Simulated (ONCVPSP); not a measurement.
## manganese (Mn): variants of one ONCV potential

Base potential:

- Element: manganese (Mn)
- Generator: ONCVPSP 4.0.1
- Type: optimised norm-conserving Vanderbilt (ONCV)
- Functional: Wu-Cohen
- Relativity: fully relativistic
- Frozen core: [Ne]
- Valence charge: 15
- Reference configuration: 3s2 3p6 3d5 4s2
- Partial waves: 3s+4s: rc 1.30 bohr, ncon 3, nbas 7, qcut 10.6 1/bohr, 3 projectors, debl 0.9 Ha; 3p: rc 1.25 bohr, ncon 5, nbas 8, qcut 10.5 1/bohr, 2 projectors, debl 3.6 Ha; 3d: rc 2.00 bohr, ncon 5, nbas 9, qcut 9.5 1/bohr, 2 projectors, debl 1.8 Ha
- Local potential: polynomial inside 1.25 bohr (lpopt 5, dvloc0 0 Ha)
- Core correction: polynomial model core, fcfact 0.7

Open shells are filled in proportion to 2j + 1.

All-electron outer shells of the reference configuration (Wu-Cohen, scalar-relativistic, ld1.x):

| shell | level (eV) | outermost node (bohr) | outermost maximum (bohr) |
| --- | --- | --- | --- |
| 2p | -630.21 | – | 0.19 |
| 3s | -85.68 | 0.34 | 0.74 |
| 3p | -54.52 | 0.31 | 0.75 |
| 3d | -6.80 | – | 0.76 |
| 4s | -5.14 | 1.05 | 2.51 |

Cutoffs, loose and tight: the cutoffs (Ha) at which the residual kinetic energy of the hardest occupied pseudo-wave falls to 1 and 0.1 mHa per electron. They do not see the model core or the augmentation charge, which bear on the density cutoff. Test errors are all-electron minus pseudo excitation energies from the reference, over the configurations 3s2 3p6 3d5 4s1; 3s2 3p6 3d5 4s0; 3s2 3p6 3d4 4s0; 3s2 3p6 3d3 4s0. A dash means not determined; rows that change the core or the reference have their own tests.

| change | outcome | cutoff, loose | cutoff, tight | bound ghosts | GHOST(+) flags above zero | largest test error (meV) |
| --- | --- | --- | --- | --- | --- | --- |
| base | generated | 36 Ha | 43 Ha | none | none | +618 |
| all radii but the core radius scaled by about 0.80 (s 1.04, p 1.00, d 1.60 bohr); local potential polynomial inside 1.00 bohr (lpopt 5, dvloc0 0 Ha) | generated | 49 Ha | 155 Ha | none | s | +280 |
| all radii but the core radius scaled by about 0.87 (s 1.12, p 1.08, d 1.74 bohr); local potential polynomial inside 1.08 bohr (lpopt 5, dvloc0 0 Ha) | generated | 41 Ha | 83 Ha | none | s | +378 |
| all radii but the core radius scaled by about 0.91 (s 1.18, p 1.14, d 1.82 bohr); local potential polynomial inside 1.14 bohr (lpopt 5, dvloc0 0 Ha) | generated | 39 Ha | 52 Ha | none | s | +408 |
| all radii but the core radius scaled by about 1.04 (s 1.34, p 1.30, d 2.08 bohr); local potential polynomial inside 1.30 bohr (lpopt 5, dvloc0 0 Ha) | generated | 35 Ha | 42 Ha | none | none | +716 |
| all radii but the core radius scaled by about 1.13 (s 1.48, p 1.42, d 2.26 bohr); local potential polynomial inside 1.42 bohr (lpopt 5, dvloc0 0 Ha) | generated | 32 Ha | 39 Ha | none | none | +942 |
| all radii but the core radius scaled by about 1.20 (s 1.56, p 1.50, d 2.40 bohr); local potential polynomial inside 1.50 bohr (lpopt 5, dvloc0 0 Ha) | generated | 31 Ha | 37 Ha | none | none | +1078 |
| all radii but the core radius scaled by about 1.23 (s 1.60, p 1.54, d 2.46 bohr); local potential polynomial inside 1.54 bohr (lpopt 5, dvloc0 0 Ha) | generated | 31 Ha | 37 Ha | none | none | +1075 |

What comes out with this change to the base: all radii but the core radius scaled by about 1.33 (s 1.72, p 1.66, d 2.66 bohr); local potential polynomial inside 1.66 bohr (lpopt 5, dvloc0 0 Ha)?

outcome: generated; cutoff, loose: 30 Ha; cutoff, tight: 36 Ha; bound ghosts: none; GHOST(+) flags above zero: none; largest test error (meV): +533.

Reading the sweep of the scale of all radii but the core radius (base = 1) (base included, trends over the rows without a ghost): The loose cutoff falls from 49 Ha at 0.8 to 30 Ha at 1.33. A larger radius leaves more room for a smooth pseudo-wave, so fewer plane waves are needed; a smaller one forces it to follow the all-electron wave where it bends sharply. The median size of the test errors (rows with all tests solved) is not monotonic: lowest 12.8 meV at 0.91, highest 72.2 meV at 1.2.
